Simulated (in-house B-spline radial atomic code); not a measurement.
# Removing one electron from Lu+

Closed shell [Xe] 4f14 6s2. Computed with a B-spline radial code for spherical atoms: Koopmans values of Dirac-Hartree-Fock plus a diagonal self-energy, in second order or with its direct term screened (direct RPA, with the hole-particle interaction, or full time-dependent Hartree-Fock), linearised in energy; no-pair Dirac-Coulomb Hamiltonian, finite nucleus. Shifts add to the Koopmans value (the ΔSCF shift is orbital relaxation alone); the final value takes TDHF screening with Breit and QED.

Command:
```bash
python run_mb.py task.json out
```
Settings (nuclear radius in fm, box in bohr, cutoff in hartree):
```
basis_form          2
Z                   71
core_configuration  [Xe] 4f14 6s2
rms_radius          5.37
mass_number         175
speed_of_light      137.036
box_radius          21.062
lmax                7
intervals           64
virtual_cutoff      20164.0
```

Time taken, with all properties: 47 s on 1 thread of Intel(R) Xeon(R) 6975P-C, on a shared host.

Energies in eV:

| subshell | Koopmans | ΔSCF shift | second order | direct RPA | hole-particle | TDHF | Breit + QED | final |
| --- | --- | --- | --- | --- | --- | --- | --- | --- |
| 6s1/2 | 12.772 | -0.158 | ? | ? | ? | ? | ? | ? |

**Question.** What does the self-energy do to 6s1/2?

**Answer.** It shifts the removal energy by 1.370 eV in second order, 0.671 with direct RPA, 0.705 with the hole-particle term and 0.902 with TDHF screening (quasi-particle weight 0.936); Breit and QED add -0.017 eV. The final value is 13.657 eV, against 14.13 ± 0.05 eV (NIST, semi-empirical).
